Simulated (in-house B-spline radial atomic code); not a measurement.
Values are calculated unless marked as measured or tabulated.
Stopping and range of 120 keV Ar in Si

The pair potential comes from two frozen, spherical free-atom densities (PBE, B-spline radial code, scalar-relativistic past argon): electrostatics plus the change in Thomas-Fermi kinetic and Dirac exchange energy where they overlap, the recipe behind the universal ZBL potential, which averages such potentials (from solid-state densities) over many pairs. It is written V = (Z1 Z2 e²/r) φ(r/a), with e² = 14.3996 eV·Å and a = 0.46850 Å/(Z1^0.23 + Z2^0.23); ZBL's fit is φ = 0.18175 e^(−3.1998x) + 0.50986 e^(−0.94229x) + 0.28022 e^(−0.4029x) + 0.02817 e^(−0.20162x). Where φ falls below 4e-4 it is continued as an exponential.

The target is taken as amorphous, with density 2.329 g/cm³ (NSM archive of the Ioffe Institute); channelling is ignored. Masses: Ar 39.95, Si 28.09 u. Nuclear stopping is S_n = 4π a Z1 Z2 e² M1/(M1 + M2) × s_n(ε), with s_n integrated over impact parameters for each pair. Electronic stopping is Lindhard and Scharff's S_e = Z1^(1/6) 8π e² a0 Z1 Z2/(Z1^(2/3) + Z2^(2/3))^(3/2) × v/v0, with a0 = 0.529177 Å and v = v0 at 24.801 keV/u; it misses the oscillations with Z1 seen in experiment, which reach tens of per cent. Compounds add by atom fraction.

```csv
target atom,a (Å),ε at this energy,"s_n, this pair","s_n, ZBL potential"
Si,0.12398,1.693,0.2932,0.2732
```

What are the atom density and the stopping powers at entry?

N = 2.329 × 0.602214/28.09 = 0.04993 atoms/Å³. For Si: S_n = 3319 × 0.2932 = 973.1 eV·Å², S_e = 1.7389 × √120000 = 602.4 eV·Å². Averaged over the target's atoms and times N × 10 Å/nm, the ion loses N S_n = 486 eV/nm to recoils and N S_e = 301 eV/nm to electrons; the nuclear share is 62 %.

Along the track:

```csv
E (keV),N S_n (eV/nm),N S_e (eV/nm)
6,556,67.3
18,628,116
36,617,165
60,577,213
90,528,260
120,486,301
```

Estimate the path length and the projected range.

With continuous slowing down the path is the integral of dE/(N (S_n + S_e)). Trapezoids over the table give 148 nm, and the stretch below the first row, with stopping taken as √E, adds 2E/(N S) = 19 nm: 167 nm in all, against 162 nm on a fine grid from 5 eV. Deflections shorten the depth: to first order in the energy passed on, N (S_n + S_e) dR_p/dE = 1 − N S_n (M2/M1) R_p/(2E), summed over the target's atoms, and integrating this on the fine grid gives R_p = 124 nm, 0.77 of the path. Lindhard's rule of thumb R/(1 + M2/3M1), with mean M2/M1 = 0.70, gives 131 nm. On the ZBL potential the same equation gives 132 nm, and the full integral equation, which keeps hard collisions, 139 nm.
